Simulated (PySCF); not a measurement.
**Two-component Hartree-Fock for Mg¹⁰⁺ (magnesium, charge +10)**

Start: 1s2. Calculated with PySCF 2.14 in an even-tempered Gaussian basis (16 s from 5.7 bohr⁻², ratio 2.4; 8 p from 7.5 bohr⁻², ratio 2.4; 3 d from 25 bohr⁻², ratio 2.6; 3 f from 37 bohr⁻², ratio 2.6): generalised Hartree-Fock with the X2C-1e Hamiltonian and a Gaussian nucleus; one run each with spin-orbit coupling (SO) switched off, then screened by Boettger's factors.

```
spinor shell  electrons  ε, spin-free (eV)  ε, screened SO (eV)  weight of nominal j (screened SO)  rms radius, screened SO (bohr)
       1s1/2          2            -1762.6              -1762.6                              1.000                           0.149
```

| quantity | spin-free | screened SO |
| --- | --- | --- |
| E (hartree) | -136.85686 | -136.85686 |
| M_J | 0 | 0 |
| ⟨J²⟩ | 0.000 | 0.000 |
| ⟨L²⟩ | 0.000 | 0.000 |
| ⟨S²⟩ | 0.000 | 0.000 |

Without spin-orbit coupling the j labels of p, d and f shells carry no meaning; the spin-free column gives the mean over the occupied spinors of each nl shell.
